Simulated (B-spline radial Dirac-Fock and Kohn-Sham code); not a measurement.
# X-ray form factors of dysprosium in several charge states

Calculated with a radial finite-basis atomic code, using configuration-average Dirac-Fock orbitals.

Configurations: Dy⁵⁹⁺ [He] 2s2 2p3; Dy⁶⁰⁺ [He] 2s2 2p2; Dy⁶²⁺ [He] 2s2; Dy⁶³⁺ [He] 2s1; Dy⁶⁵⁺ 1s1. The first column is f₀ of Dy⁵⁹⁺, the others are differences from it.

| s (Å⁻¹) | Dy⁵⁹⁺ | Δ Dy⁶⁰⁺ | Δ Dy⁶²⁺ | Δ Dy⁶³⁺ | Δ Dy⁶⁵⁺ |
| --- | --- | --- | --- | --- | --- |
| 0 | 7.000 | -1.000 | -3.000 | -4.000 | -6.000 |
| 0.05 | 6.999 | -1.000 | -3.000 | -3.999 | -5.999 |
| 0.1 | 6.997 | -0.999 | -2.998 | -3.998 | -5.997 |
| 0.15 | 6.993 | -0.999 | -2.996 | -3.995 | -5.993 |
| 0.2 | 6.988 | -0.998 | -2.994 | -3.991 | -5.988 |
| 0.25 | 6.982 | -0.997 | -2.990 | -3.986 | -5.982 |
| 0.3 | 6.974 | -0.995 | -2.986 | -3.980 | -5.974 |
| 0.35 | 6.964 | -0.993 | -2.981 | -3.973 | -5.965 |
| 0.4 | 6.953 | -0.991 | -2.975 | -3.965 | -5.954 |
| 0.45 | 6.941 | -0.989 | -2.968 | -3.955 | -5.942 |
| 0.5 | 6.927 | -0.987 | -2.961 | -3.945 | -5.928 |
| 0.6 | 6.896 | -0.981 | -2.944 | -3.921 | -5.897 |
| 0.7 | 6.858 | -0.974 | -2.924 | -3.893 | -5.860 |
| 0.8 | 6.816 | -0.966 | -2.901 | -3.861 | -5.819 |
| 0.9 | 6.768 | -0.957 | -2.875 | -3.825 | -5.772 |
| 1 | 6.715 | -0.947 | -2.846 | -3.785 | -5.720 |
| 1.1 | 6.658 | -0.937 | -2.815 | -3.741 | -5.663 |
| 1.2 | 6.595 | -0.925 | -2.782 | -3.694 | -5.602 |
| 1.4 | 6.458 | -0.900 | -2.707 | -3.590 | -5.466 |
| 1.6 | 6.304 | -0.872 | -2.625 | -3.474 | -5.315 |
